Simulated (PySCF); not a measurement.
## GeSe2, singlet: structure and spectrum

All numbers come from PySCF, PBE0, basis Ge def2-TZVP, Se def2-TZVP (no relativity, density fitting).

The structure is a minimum.

```json
{
  "Point group": "D∞h",
  "Bond lengths": "Ge–Se 2.125 Å (×2)",
  "Bond angles": "Se–Ge–Se 180.0°",
  "Dipole moment": "0.00 D",
  "Zero-point energy": "5.9 kJ/mol",
  "Enthalpy at 298.15 K above 0 K": "14.27 kJ/mol",
  "Principal polarisabilities": "53.6, 53.6, 147.9 bohr³",
  "Atomisation energy without zero-point energy": "740 kJ/mol",
  "Lowest empty level": "-2.43 eV",
  "Entropy at 298.15 K and 1 bar": "293.0 J/(mol K)",
  "Rotational constants": "0.02336 cm⁻¹",
  "Highest occupied level": "-7.46 eV",
  "Heat capacity Cp at 298.15 K": "57.7 J/(mol K)",
  "Principal quadrupole moments (Buckingham, traceless) about the centre of mass": "-0.29, -0.29, 0.57 D Å",
  "Rotational symmetry number": "2"
}
```

Harmonic modes (masses in u: Ge 73.921, Se 79.917):
```csv
symmetry,ω (cm⁻¹),"IR (km/mol, summed over degenerate members)"
πu,100,2.7
σg+,286,0.0
σu+,504,62.5
```

In D∞h the vibrations span πu + σg+ + σu+. The σg+ mode carries no infrared intensity, as symmetry demands. With a centre of inversion only u modes can be infrared active and only g modes Raman active.

Charges (e):
| atom | Mulliken | Löwdin | polar tensor | Mayer order to Ge1 |
| --- | --- | --- | --- | --- |
| Ge1 | 0.51 | -0.07 | 0.78 | – |
| Se2,3 | -0.26 | 0.03 | -0.39 | 2.01 |

Mulliken populations on Ge1: s 7.28, p 13.92, d 10.25, f 0.04.

Outer orbital energies (eV). occupied: -20.18, -19.36, -13.30, -9.93, -8.70, -8.70, -7.46, -7.46; empty: -2.43, -2.26, -2.26, 2.73.

Counting electrons, germanium keeps none of its valence electrons outside its bonds, so the VSEPR class is AX2 and the expected shape is linear (D∞h), as computed.

The final relaxation and frequency run took of the order of 90 core-seconds on a shared host.
